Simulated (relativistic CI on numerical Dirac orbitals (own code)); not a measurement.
**d3 in a ligand field**

Computed with a parametric ligand-field model of a d^n configuration (Racah B and C, spin-orbit zeta, crystal field), exact diagonalisation.

Field parameters in Wybourne normalisation: Oh B⁴₀ = 21Dq, B⁴₄ = √(5/14) B⁴₀. The field is a parameter set, without covalency, and values of 10Dq over about 45,000 cm⁻¹ lie beyond real compounds.

B = 1070 cm⁻¹, C = 5340 cm⁻¹ (C/B = 4.99), Oh, no spin-orbit coupling. Tanabe-Sugano data, E/B above the lowest term (Δ = |10Dq|; b, c mark the second and third term of a kind):

```
 Δ/B   4A2    4T2    4T1  4T1(b)     2E    2T1    2T2
 1.0  0.00   1.00   1.79   16.21  19.88  19.94  20.32
 5.0  0.00   5.00   8.68   21.32  21.17  21.83  25.04
 9.0  0.00   9.00  15.00   27.00  21.62  22.47  28.40
13.0  0.00  13.00  20.68   33.32  21.89  22.79  30.32
17.0  0.00  17.00  25.79   40.21  22.09  22.99  31.64
21.0  0.00  21.00  30.51   47.49  22.25  23.13  32.66
25.0  0.00  25.00  35.00   55.00  22.38  23.24  33.47
29.0  0.00  29.00  39.34   62.66  22.49  23.32  34.14
33.0  0.00  33.00  43.58   70.42  22.58  23.38  34.69
37.0  0.00  37.00  47.77   78.23  22.67  23.44  35.16
41.0  0.00  41.00  51.91   86.09  22.74  23.48  35.55
45.0  0.00  45.00  56.03   93.97  22.80  23.52  35.89
```

The ground term stays 4A2.
